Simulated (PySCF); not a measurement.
**Dipole moment and polarisability of `[GeH3][O]c1cccc2c1C2`**

Compound: C7H8GeO.
Numbering: `[GeH3:1][O:2][c:3]1[cH:4][cH:5][cH:6][c:7]2[c:8]1[CH2:9]2` (hydrogens: H10, H11, H12 on Ge1; H13 on C4; H14 on C5; H15 on C6; H16, H17 on C9)

Geometry (PBE0-D3(BJ)/def2-SVP, Å), atoms numbered from 1 in this order:
```xyz
17
C7H8GeO angstrom
Ge     3.0203   -0.9067   -0.1744
O      1.3425   -1.1558    0.4316
C      0.2960   -0.3565    0.1746
C      0.3777    0.8619   -0.5447
C     -0.7394    1.6684   -0.7940
C     -2.0311    1.3311   -0.3480
C     -2.0542    0.1406    0.3484
C     -0.9884   -0.6477    0.5965
C     -2.3096   -1.1114    1.1182
H      3.7546   -2.1353    0.3660
H      3.5738    0.4063    0.4052
H      2.9883   -0.8656   -1.7117
H      1.3486    1.1962   -0.9233
H     -0.5902    2.5935   -1.3578
H     -2.8955    1.9666   -0.5498
H     -2.5149   -1.0528    2.1977
H     -2.8181   -1.9563    0.6298
```

Level: wB97X-D/def2-SVPD (PySCF), static field, nuclei fixed, core orbitals frozen in the response. The polarisability tensor in these axes (au):

```
x   141.96  -7.79  -9.26
y    -7.79 110.05 -17.97
z    -9.26 -17.97  87.92
```

Q: Diagonalise the tensor; give its mean and Δα, where Δα² is half the sum of the squared differences of the eigenvalues.

A: Principal values 75.75, 119.88 and 144.30 au; mean 113.31 au = 16.79 Å³ = 18.68 × 10⁻⁴⁰ C²·m²/J; Δα = 60.18 au (53 % of the mean).

Q: What is the dipole moment, and where does it point?

A: (1.51, 0.32, -0.62) D, 1.67 D in size, pointing from the negative to the positive side. Measured along this direction, the outermost atoms are H16 at the negative end and H12 and H11 at the positive end.

Q: Molar refractivity from α?

A: Lorentz–Lorenz: R = (4π/3)N_A α = 2.5225 cm³/(mol·Å³) × 16.79 Å³ = 42.4 cm³/mol, in the limit of long wavelengths.

Q: Refractivity n − 1 of an ideal gas of it at 273.15 K and 1 atm, from the electronic α?

A: N = p/kT = 2.6868 × 10¹⁹ cm⁻³, so n − 1 = 2π × N × 16.79 × 10⁻²⁴ cm³ = 2835 × 10⁻⁶ at long wavelengths, for an ideal gas.

Q: Give the principal axes and the span of the nuclei along them.

A: Largest value along (0.98, -0.17, -0.11), where the nuclei span 7.10 Å; middle along (0.09, 0.86, -0.51), 5.11 Å; least along (0.18, 0.49, 0.85), 2.53 Å. The response follows the extents in order.

Q: Form Σ f/ω² (atomic units) for the 6 lowest TDDFT singlets, given as eV and f, and set it beside the mean polarisability, which is this sum over all singlets: 5.23, 0.0010; 5.80, 0.0454; 6.09, 0.0003; 6.45, 0.5311; 6.62, 0.3548; 6.63, 0.1237.

A: They add up to 18.57 au, 16.4 % of the 113.31 au; the largest single term is 9.46 au, from the state at 6.45 eV. Terms in order: 0.03, 1.00, 0.01, 9.46, 6.00, 2.08 au. Higher excitations give the rest. The strengths listed sum to 1.056.

Isolated species at its PBE0-D3(BJ)/def2-SVP geometry (one conformer only). The calculation is non-relativistic, for germanium too.
